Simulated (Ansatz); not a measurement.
```yaml
atoms:
  - { symbol: C, position_ang: [0.5303, 0.0000, 0.0000] }
  - { symbol: H, position_ang: [1.2005, 0.6977, 0.6977] }
  - { symbol: H, position_ang: [1.2005, -0.6977, -0.6977] }
  - { symbol: F, position_ang: [-0.3102, 0.8369, -0.8369] }
  - { symbol: F, position_ang: [-0.3102, -0.8369, 0.8369] }
```

Basis set: def2-TZVP (spherical functions). Correlated methods keep 3 orbitals frozen. Charge 0, multiplicity 1.

Computed with Ansatz (development build ahead of 0.2.0); each method stands on the lowest determinant of its kind that the runs found. Restricted open shells among the atoms or ions are ROHF, correlated in semicanonical orbitals with singles.

(1) Give the atomization energy at this shape (free ground-state atoms in the same class of orbitals less the molecule, no zero-point energy) of singlet CH₂F₂ by RHF-MP2, RHF.

Results:

(1)

```tsv
method	atomization energy
RHF-MP2	419.49 kcal/mol
RHF	294.35 kcal/mol
```

Caution: the shape is not the minimum.
